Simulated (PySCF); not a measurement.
## Telling isomers of C$_{2}$H$_{10}$OSi$_{4}$ apart by NMR

[PySCF 2.14.0 with density-fitted response routines: shieldings: GIAO PBE0/pcSseg-1; geometry from GFN2-xTB; gas phase; non-relativistic; equivalent nuclei averaged; one conformer]

Scale: TMS for ¹H and ¹³C (reference shieldings calculated alike). Where no couplings were computed, multiplicities follow the n + 1 count of equivalent neighbours, and m marks all less simple cases (inequivalent or close neighbours, rings, F or P nearby). Shifts are as computed. Against solution values, carbons near 30 ppm lie about +3 ppm off and those near 130 ppm about +5 ppm. Of 1309 compounds with measured shifts, 239 miss one by over three times the rms of a fit or turn the order of signals round; such compounds aren't used in these exercises.

(1) Tabulate the signals of `C#C[SiH2][SiH2]O[SiH2][SiH3]`, `C#C[Si@@H](O[SiH3])[SiH2][SiH3]` and their relative energies.

(2) What is the quickest way to tell C#C[SiH2][SiH2]O[SiH2][SiH3] from C#C[Si@@H](O[SiH3])[SiH2][SiH3]?

Results:

(1) 
```tsv
SMILES	carbon types	δC	δH	E rel. (kcal/mol)
C#C[SiH2][SiH2]O[SiH2][SiH3]	1×C 1×CH	109.3, 85.6	5.72 (q, 2H), 5.56 (t, 2H), 4.26 (m, 2H), 3.53 (t, 3H), 2.03 (t, 1H)	7.3
C#C[Si@@H](O[SiH3])[SiH2][SiH3]	1×C 1×CH	106.1, 90.2	5.70 (m, 1H), 5.14 (s, 3H), 3.61 (m, 1H), 3.48 (m, 1H), 3.45 (m, 3H), 2.30 (d, 1H)	0.0
```

Energies are electronic energies at PBE0/pcSseg-1 on these geometries, without zero-point or thermal terms, each for the one conformer computed, which needn't be the lowest.

(2) Both give the same number of carbon signals, with the same numbers of each carbon type, so the positions decide. The first has an alkyne carbon (C) at 85.6 ppm, the second an alkyne carbon (C) at 90.2 ppm. Their most deshielded carbons lie at 109.3 and 106.1 ppm.
